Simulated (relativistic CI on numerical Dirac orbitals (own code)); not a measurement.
**Ni⁴⁺: from the plainest model towards the measured levels**

Calculated with a relativistic CI code on KLI orbitals (one set per configuration, finite nucleus), adding one ingredient at a time: step 1, Dirac-Coulomb, each configuration alone; step 2, with Breit and QED terms; step 3, with configuration mixing; step 4, with scaled Slater integrals (0.85); step 5, with a P86 correlation estimate; step 6, tied to the ionisation limit. P86 is a density functional for the correlation energy, evaluated here for each configuration and added to its levels. Step 6 is semi-empirical: configurations made of the next ion and one excited electron move by 2316 cm⁻¹, so that their limit matches the tabulated ionisation energy, and those with a non-penetrating f or g electron also take the P86 value of the least penetrating other one.

Configurations in the expansion (outside the closed core [Ne]): 3s2 3p6 3d6, 3s2 3p6 3d5 4s, 3s2 3p6 3d5 4p, 3s2 3p5 3d7, 3s2 3p6 3d5 4d, 3s2 3p6 3d5 5s, 3s2 3p6 3d5 5p, 3s2 3p6 3d5 4f, 3s2 3p6 3d5 5d, 3s2 3p6 3d4 4s 4p, 3s2 3p6 3d5 5f, 3s 3p6 3d7, 3s2 3p6 3d4 4s2, 3s2 3p6 3d3 4s2 4p, 3s2 3p6 3d3 4s2 4d, 3s2 3p6 3d3 4s2 5s, 3s2 3p6 3d3 4s2 5p.

Computed minus measured energy above the ground level, in cm⁻¹, for 24 of the 67 excited levels that pair in every step (one J of a term; a digit in brackets numbers repeated terms):

| Configuration | Term | J | Measured | Step 1 | Step 2 | Step 3 | Step 4 | Step 5 | Step 6 |
| --- | --- | --- | --- | --- | --- | --- | --- | --- | --- |
| 3s2 3p6 3d6 | 5D | 3 | 890 | -10 | -23 | -30 | -25 | -25 | -24 |
| 3s2 3p6 3d6 | 3P(2) | 2 | 26153 | 5705 | 5825 | 3726 | -397 | -403 | -405 |
| 3s2 3p6 3d6 | 3H | 6 | 27111 | 2199 | 2024 | 2200 | -2071 | -2078 | -2080 |
| 3s2 3p6 3d6 | 3F(2) | 4 | 29124 | 4345 | 4360 | 3485 | -1146 | -1152 | -1154 |
| 3s2 3p6 3d6 | 3G | 5 | 33256 | 3796 | 3678 | 3561 | -1738 | -1744 | -1746 |
| 3s2 3p6 3d6 | 1I | 6 | 41252 | 3052 | 2842 | 3338 | -3135 | -3145 | -3147 |
| 3s2 3p6 3d6 | 3D | 2 | 41627 | 6260 | 6275 | 5565 | -1253 | -1255 | -1256 |
| 3s2 3p6 3d6 | 1G(2) | 4 | 42208 | 4715 | 4607 | 4938 | -1794 | -1804 | -1807 |
| 3s2 3p6 3d6 | 1S(2) | 0 | 47700 | 6786 | 6820 | 7198 | -720 | -727 | -730 |
| 3s2 3p6 3d6 | 1D(2) | 2 | 48607 | 9567 | 9557 | 5900 | -1474 | -1479 | -1482 |
| 3s2 3p6 3d6 | 1F | 3 | 57924 | 9056 | 9044 | 7174 | -2111 | -2116 | -2119 |
| 3s2 3p6 3d6 | 3F(1) | 2 | 68632 | 10360 | 10389 | 10013 | -1604 | -1599 | -1598 |
| 3s2 3p6 3d5 4s | 7S | 3 | 164526 | -9761 | -9432 | -8754 | -2782 | 3960 | 6272 |
| 3s2 3p6 3d5 4s | 5S | 2 | 178020 | -7058 | -6725 | -6391 | -2816 | 3927 | 6240 |
| 3s2 3p6 3d5 4s | 5G | 6 | 208046 | -4765 | -4635 | -4128 | -5384 | 1358 | 3671 |
| 3s2 3p6 3d5 4s | 5P | 3 | 212096 | -2141 | -1709 | -1202 | -3596 | 3147 | 5459 |
| 3s2 3p6 3d5 4s | 5D | 4 | 216190 | -1815 | -1527 | -1180 | -4062 | 2681 | 4994 |
| 3s2 3p6 3d5 4s | 3G | 5 | 217049 | -2968 | -2813 | -2540 | -5393 | 1350 | 3662 |
| 3s2 3p6 3d5 4s | 3P | 2 | 221088 | -354 | 88 | 374 | -3621 | 3122 | 5434 |
| 3s2 3p6 3d5 4s | 3D | 3 | 225201 | -44 | 257 | 384 | -4102 | 2642 | 4955 |
| 3s2 3p6 3d5 4s | 3I | 6 | 229409 | -3948 | -3818 | -3333 | -7922 | -1180 | 1133 |
| 3s2 3p6 3d5 4s | 1I | 6 | 233839 | -3002 | -2884 | -2519 | -7907 | -1164 | 1149 |
| 3s2 3p6 3d5 4s | 5F | 5 | 234082 | 173 | 425 | 640 | -5197 | 1547 | 3859 |
| 3s2 3p6 3d5 4s | 3F | 4 | 235421 | 566 | 838 | 1292 | -4815 | 1927 | 4240 |

Mean absolute errors in cm⁻¹, over all paired levels and for the configurations:

```csv
"Configuration, levels",Step 1,Step 2,Step 3,Step 4,Step 5,Step 6
"all, 67",4222,4149,3701,3177,1772,2837
"3s2 3p6 3d6, 32",6076,6056,5325,1342,1345,1346
"3s2 3p6 3d5 4s, 35",2526,2405,2216,4854,2163,4201
```

Measured levels: Corliss and Sugar, J. Phys. Chem. Ref. Data 10, 197 (1981).

Problem. What does each ingredient do to the ground and the excited configurations, and where is the model closest to experiment?

Solution. Terms of the ground configuration are off by 6076 at first, 5325 with mixing and 1342 after scaling, which stands in for the correlation that narrows term splittings. The Breit and QED terms change the top of the ground term (measured 2058) from 2063 to 2032. Mixing lowers the ground level by 686; relative to it the configurations that move most are 3s2 3p6 3d5 4s by +369. The P86 estimate moves 3s2 3p6 3d5 4s by +6743, and takes the mean absolute error of the excited configurations from 4854 to 2163. Step 6 takes that error from 2163 to 4201; it grows for 3s2 3p6 3d5 4s. The shift fits the limit, so it does little for low levels whose errors differ from those near the limit. The mean absolute error is lowest at step 5 (1772 cm⁻¹), and the largest single drop is from step 4 to 5 (3177 to 1772).
